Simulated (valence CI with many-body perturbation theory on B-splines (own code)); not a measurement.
Eu12+: calculated level list

Computed by valence CI with perturbative core correlation (CI+MBPT): five valence electrons over a frozen Dirac-Fock core [Kr] 4d10, a basis of 7 s, 7 p, 7 d, 7 f, 4 g, 2 h functions for each j, with the one-electron correlation potential Σ1, the two-electron term Σ2, the three-electron term Σ3, Breit, model QED; selected CI, second order for the rest, scaled by the run's own slope (own B-spline code, finite nucleus).

No measured spectrum was set against this ion. As an estimate, terms of the open shell hold to a few per cent of their energy, and close levels can change places. Among the levels kept, up to 2600 cm⁻¹ of a level comes from second order outside the variational space, and about a tenth of that is noise between levels of different J, which matters for small intervals.

Levels 46 to 90 of 205, with energies above the lowest level, 4f³5s² ⁴I°_9/2. "Leading %" is the weight of the configuration and term that name the level; weights of strongly mixed levels are sums over their largest components and can fall short. In the jj column 3d3/2^4 stands for four electrons in 3d with j = 3/2.

```
No.  Configuration  Term     J  E (cm⁻¹)  Leading %                     Leading jj       g
 46          4f⁴5s    ⁶F   1/2    109440         96        4f5/2^3 4f7/2 5s (67 %)  -0.643
 47          4f⁴5s    ⁶F   3/2    109860         95      4f5/2^2 4f7/2^2 5s (42 %)   1.064
 48          4f⁴5s    ⁴I   9/2    110320         94        4f5/2^3 4f7/2 5s (43 %)   0.738
 49          4f⁴5s    ⁶F   5/2    110650         94      4f5/2^2 4f7/2^2 5s (46 %)   1.312
 50          4f⁴5s    ⁶F   7/2    111880         95        4f5/2^3 4f7/2 5s (41 %)   1.387
 51          4f⁴5s    ⁶S   5/2    112440         94      4f5/2^2 4f7/2^2 5s (48 %)   1.977
 52         4f³5s²   ²F°   7/2    112540         96      4f5/2^2 4f7/2 5s^2 (52 %)   1.140
 53          4f⁴5s    ⁴I  11/2    113330         90        4f5/2^3 4f7/2 5s (50 %)   0.958
 54          4f⁴5s    ⁶F   9/2    113370         93      4f5/2^2 4f7/2^2 5s (50 %)   1.419
 55         4f³5s²   ²F°   5/2    114970         97      4f5/2 4f7/2^2 5s^2 (85 %)   0.856
 56          4f⁴5s    ⁶F  11/2    115300         94      4f5/2^2 4f7/2^2 5s (44 %)   1.442
 57          4f⁴5s    ⁴I  13/2    116370         83      4f5/2^2 4f7/2^2 5s (60 %)   1.083
 58       4f²5s²5p   ⁴I°   9/2    117350         60      4f5/2^2 5s^2 5p1/2 (93 %)   0.805
 59          4f⁴5s    ⁶G   3/2    117780         93        4f5/2^3 4f7/2 5s (42 %)   0.025
 60          4f⁴5s    ⁶G   5/2    118530         90        4f5/2^3 4f7/2 5s (62 %)   0.848
 61          4f⁴5s    ⁴K  11/2    118830         92      4f5/2^2 4f7/2^2 5s (55 %)   0.782
 62          4f⁴5s    ⁶G   7/2    119170         68        4f5/2^3 4f7/2 5s (47 %)   1.058
 63          4f⁴5s    ⁴I  15/2    119440         73        4f5/2 4f7/2^3 5s (41 %)   1.164
 64          4f⁴5s    ⁴K  13/2    120190         76        4f5/2^3 4f7/2 5s (43 %)   0.972
 65          4f⁴5s    ⁶G   9/2    120510         64      4f5/2^2 4f7/2^2 5s (48 %)   1.207
 66          4f⁴5s    ⁴K  15/2    121860         62        4f5/2^3 4f7/2 5s (40 %)   1.096
 67          4f⁴5s    ⁴H   7/2    122280         63      4f5/2^2 4f7/2^2 5s (42 %)   0.807
 68          4f⁴5s    ⁶G  11/2    122940         76      4f5/2^2 4f7/2^2 5s (48 %)   1.309
 69       4f²5s²5p   ⁴H°   7/2    123490         52      4f5/2^2 5s^2 5p1/2 (79 %)   0.784
 70          4f⁴5s    ⁴K  17/2    123550         75        4f5/2^3 4f7/2 5s (39 %)   1.155
 71          4f⁴5s    ⁴H   9/2    124590         56      4f5/2^2 4f7/2^2 5s (52 %)   1.075
 72          4f⁴5s    ⁴G   5/2    125680         86        4f5/2^3 4f7/2 5s (58 %)   0.627
 73          4f⁴5s    ⁶G  13/2    125810         91        4f5/2 4f7/2^3 5s (50 %)   1.371
 74       4f²5s²5p   ⁴I°  11/2    126050         52  4f5/2 4f7/2 5s^2 5p1/2 (95 %)   1.010
 75       4f²5s²5p   ⁴H°   9/2    126800         38  4f5/2 4f7/2 5s^2 5p1/2 (95 %)   1.040
 76          4f⁴5s    ⁴L  13/2    127110         75        4f5/2^3 4f7/2 5s (49 %)   0.835
 77          4f⁴5s    ⁴H  11/2    127560         68        4f5/2 4f7/2^3 5s (47 %)   1.180
 78       4f²5s²5p   ⁴G°   5/2    127920         74      4f5/2^2 5s^2 5p1/2 (72 %)   0.649
 79          4f⁴5s    ⁴D   5/2    128270         45              4f5/2^4 5s (34 %)   1.320
 80          4f⁴5s    ⁴F   3/2    128460         60        4f5/2^3 4f7/2 5s (72 %)   0.802
 81          4f⁴5s    ⁴F   3/2    128740         29      4f5/2^2 4f7/2^2 5s (36 %)   1.142
 82          4f⁴5s    ⁴G   7/2    128890         67      4f5/2^2 4f7/2^2 5s (50 %)   0.969
 83          4f⁴5s    ⁴L  15/2    129210         56        4f5/2^3 4f7/2 5s (39 %)   0.954
 84       4f²5s²5p   ²D°   3/2    130750         45      4f5/2^2 5s^2 5p1/2 (64 %)   0.691
 85          4f⁴5s    ⁴L  17/2    131120         66      4f5/2^2 4f7/2^2 5s (65 %)   1.069
 86          4f⁴5s    ⁴P   1/2    131140         48      4f5/2^2 4f7/2^2 5s (63 %)   1.313
 87          4f⁴5s    ⁴H  13/2    131150         89        4f5/2 4f7/2^3 5s (52 %)   1.234
 88          4f⁴5s    ⁴G   9/2    131170         31        4f5/2^3 4f7/2 5s (35 %)   1.135
 89          4f⁴5s    ⁴F   5/2    131360         72      4f5/2^2 4f7/2^2 5s (53 %)   1.108
 90          4f⁴5s    ⁴F   7/2    131560         53      4f5/2^2 4f7/2^2 5s (40 %)   1.270
```

Names give the largest LS component (configuration and term), which can be under half, so a name can repeat, a term be missing and a line seem to break the LS rules; names also repeat where a configuration has a term twice.

Where two levels of one J and parity lie close, their mixing, g and order are uncertain.
